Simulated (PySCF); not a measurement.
## Basis and Hamiltonian dependence of the excitation energy of Xe

Xe [Xe] (1S) → Xe [Kr] 4d10 5s2 5p5 6s1, s spin flipped. All values are computed (PySCF 2.14, energy differences of UHF-based or UKS calculations, no spin-orbit coupling). Values in eV.

```csv
basis,Hamiltonian,functions,UHF,PBE,PBE0,MP2 (valence)
aug-cc-pVDZ-PP with ECP28MDF,ECP,32,8.826,8.927,9.099,9.084
"aug-cc-pVTZ-PP with one added diffuse shell each of d, f type with ECP28MDF",ECP,67,8.563,8.756,8.922,8.972
def2-QZVPPD with the def2 core potential (28 electrons),ECP,91,8.381,8.651,8.805,8.931
aug-cc-pVQZ-DK3,spin-free X2C,102,8.298,8.613,8.761,8.862
"aug-cc-pwCVTZ-DK3 with one added diffuse shell each of s, p, d, f type",spin-free X2C,125,8.139,8.535,8.674,8.672
```

Frozen in the all-electron rows: valence: [Kr] 4d10; with a core potential, the same shells as far as they lie outside it.

In the upper determinant the s electron has its spin opposite to the other open shell, which mixes two multiplicities.
